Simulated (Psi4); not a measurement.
Here is a job for Psi4.
```
memory 2 GB

molecule mol {
0 1
F     1.251144   -1.248423    0.511104
C     0.931386   -0.169865   -0.218652
F     1.587801    0.883492    0.288926
C    -0.595882    0.079322   -0.141779
F    -1.023063    0.275912    1.097322
F    -0.921973    1.149807   -0.868498
F    -1.255767   -0.963978   -0.648210
H     1.243703   -0.328042   -1.263212
}

set {
  basis 6-311++g**
  reference rks
}

energy('r2scan')
print_variables()
```

Question: Estimate the total energy that R2SCAN/6-311++G** in Psi4 returns for this input.

Answer: -575.969652 Ha

Question: Give the dipole moment at the level R2SCAN/6-311++G**.

Answer: 1.56 D

Question: What is the computed number of basis functions (R2SCAN/6-311++G**)?

Answer: 161

Question: Predict the nuclear repulsion energy from R2SCAN/6-311++G**.

Answer: 358.9916 Eh
